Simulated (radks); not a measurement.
Spherical quantum dot in the effective-mass picture: electrons in a hard-walled sphere of radius 11.2, with a point charge +1 (a donor) at the centre, all in effective atomic units (hartree* = m*/eps^2 hartree, bohr* = eps/m* bohr), one dielectric constant everywhere. Method: non-relativistic Kohn-Sham, LDA (Slater exchange, Perdew-Wang correlation), spin-polarised, spherical densities; computed with a radial shooting solver with Libxc functionals. Levels are named by radial order and angular momentum (1s, 1p, 1d, 2s, ...), and open shells are averaged over m. Each electron was tried in the lowest free levels, single moves between levels near the top were tried too, and the lowest total energy was kept; such a search can miss a lower state. At N = 1 the Hartree and exchange-correlation terms need not cancel, so that row can carry a self-interaction error.

N,open shells,2S,mu = E(N) - E(N-1) (hartree*),addition energy mu(N+1) - mu(N) (hartree*),e(HOMO) (hartree*),rms radius (bohr*)
1,"1s(up 1, down 0)",1,-0.47871,0.4464,-0.26901,1.840
2,none,0,-0.032297,0.2331,0.065652,3.154
3,"2s(up 1, down 0)",1,0.20076,0.09885,0.24490,5.207
4,"1p(up 1, down 0) 2s(up 1, down 0)",2,0.29961,0.1001,0.35048,6.037
5,"1p(up 3, down 0)",3,0.39966,0.1090,0.45065,6.567
6,"1p(up 3, down 0) 2s(up 1, down 0)",4,0.50862,0.1232,0.55828,6.899
7,"1p(up 3, down 1) 2s(up 1, down 0)",3,0.63186,0.09964,0.68126,7.183
8,"1p(up 3, down 2) 2s(up 1, down 0)",2,0.73150,0.1014,0.78203,7.398
9,"2s(up 1, down 0)",1,0.83293,0.1356,0.88397,7.568
10,"1d(up 1, down 0) 2s(up 1, down 0)",2,0.96853,0.1013,1.0192,7.717
11,"1d(up 2, down 0) 2s(up 1, down 0)",3,1.0699,0.1015,1.1206,7.842
12,"1d(up 3, down 0) 2s(up 1, down 0)",4,1.1714,0.1016,1.2222,7.949
13,"1d(up 4, down 0) 2s(up 1, down 0)",5,1.2730,0.1016,1.3239,8.041
14,"1d(up 5, down 0) 2s(up 1, down 0)",6,1.3747,0.1220,1.4255,8.122
15,"1d(up 5, down 1) 2s(up 1, down 0)",5,1.4967,0.09998,1.5466,8.195
16,"1d(up 5, down 2) 2s(up 1, down 0)",4,1.5966,0.1002,1.6467,8.261
17,"1d(up 5, down 3) 2s(up 1, down 0)",3,1.6969,0.1004,1.7470,8.320
18,"1d(up 5, down 4) 2s(up 1, down 0)",2,1.7972,0.1004,1.8474,8.373
19,"2s(up 1, down 0)",1,1.8977,0.1427,1.9479,8.423
20,"2s(up 1, down 0) 1f(up 1, down 0)",2,2.0404,0.09975,2.0902,8.472
21,"2s(up 1, down 0) 1f(up 2, down 0)",3,2.1401,0.09978,2.1900,8.517
22,"2s(up 1, down 0) 1f(up 3, down 0)",4,2.2399,0.09979,2.2898,8.559
23,"2s(up 1, down 0) 1f(up 4, down 0)",5,2.3397,0.09978,2.3896,8.598
24,"2s(up 1, down 0) 1f(up 5, down 0)",6,2.4395,0.09976,2.4893,8.634
25,"2s(up 1, down 0) 1f(up 6, down 0)",7,2.5392,0.09973,2.5891,8.669
26,"2s(up 1, down 0) 1f(up 7, down 0)",8,2.6390,0.1202,2.6888,8.701
27,"2s(up 1, down 0) 1f(up 7, down 1)",7,2.7592,0.09882,2.8086,8.731
28,"2s(up 1, down 0) 1f(up 7, down 2)",6,2.8580,0.09887,2.9075,8.760
29,"2s(up 1, down 0) 1f(up 7, down 3)",5,2.9569,0.09891,3.0063,8.787
30,"2s(up 1, down 0) 1f(up 7, down 4)",4,3.0558,0.09893,3.1053,8.812
31,"2s(up 1, down 0) 1f(up 7, down 5)",3,3.1547,-,3.2042,8.837

All shells are closed at N = 2 (there: 1s2); the second difference of the energy has clear peaks (12 % above both neighbours; the first and last values, which can be the largest, are not judged, and half-filled shells can peak too) at N = 6, 9, 14, 19, 26.
